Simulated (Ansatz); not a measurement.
CH₆FNSi₂, SMILES `F[SiH]1C[SiH2]N1`, relaxed with RKS PBE0-D4/def2-TZVP in the Gaussian-basis code of Ansatz from a PBE-D4/def2-SVP geometry. The force threshold is 0.005 eV/Å; the program also tests the step.

Charge 0, multiplicity 1.

Start:

```xyz
11

F    -0.397    1.440    2.105
Si   -0.741    0.869    0.601
C     0.772    0.779   -0.529
Si    0.527   -1.113   -0.510
N    -0.883   -0.866    0.533
H    -1.948    1.652    0.176
H     0.658    1.257   -1.523
H     1.709    1.141   -0.061
H     0.210   -1.726   -1.850
H     1.643   -1.914    0.112
H    -1.549   -1.521    0.945
```

Problem. How much energy does the relaxation release, and in how many steps? (An estimate is asked.)

Solution. The calculation gave: 0.09 eV, in 6 steps.

Problem. Which bonds change most? (Best estimate.)

Solution. Ansatz gave: F1–Si2 from 1.645 to 1.600 Å; Si4–N5 from 1.771 to 1.740 Å; Si2–N5 from 1.743 to 1.713 Å.

Problem. Give the relaxed structure. (Best estimate.)

Solution. Computed: 
```xyz
11

F    -0.410    1.423    2.062
Si   -0.726    0.853    0.601
C     0.771    0.775   -0.518
Si    0.516   -1.093   -0.501
N    -0.861   -0.854    0.536
H    -1.919    1.612    0.159
H     0.652    1.246   -1.494
H     1.696    1.127   -0.061
H     0.185   -1.694   -1.821
H     1.614   -1.896    0.103
H    -1.519   -1.499    0.935
```
